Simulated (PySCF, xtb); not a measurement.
C4H5Si, multiplicity 2. Atoms are numbered in the order given.

```xyz
10

C      1.3688     0.1256     0.0000
C      0.7927     1.3296     0.0000
C     -0.6983     1.2849     0.0000
C     -1.2903     0.0696     0.0000
Si     0.0751    -1.2255     0.0000
H      1.3196     2.2912     0.0000
H     -1.2596     2.2270     0.0000
H     -2.3760    -0.0470     0.0000
H      0.1138    -2.0864    -1.2177
H      0.1138    -2.0864     1.2177
```
Charge 0, spin multiplicity 2.

Coordinates come from a PBE0-D3(BJ)/def2-SVP optimisation. The isomer is the one that the SMILES or the coordinates give; other isomers of the formula were not compared.

These are C-PCM-PBE0/def2-SVP run with PySCF values and carry that method's errors.

The values are the electrostatic part of the solvation free energy, E(continuum) − E(gas) at the gas-phase geometry, in a cavity of scaled van der Waals radii (PySCF's table); cavitation and dispersion terms are not included. The dipole moment in vacuum is 1.08 D.

**Question.** Estimate the values in water (ε = 78.36), dichloromethane (ε = 8.93), dimethylsulfoxide (ε = 46.83). (An estimate is asked for; the answer gives what the named calculation found.)

**Answer.** 
```tsv
solvent	ε	ΔG(elec) (kcal/mol)	dipole (D)
water	78.36	-1.9	1.49
dichloromethane	8.93	-1.7	1.43
dimethylsulfoxide	46.83	-1.9	1.48
```

For comparison, GFN2-xTB/ALPB(water) (xtb, at the GFN2-xTB geometry, all terms of that model) gives 0.2 kcal/mol.
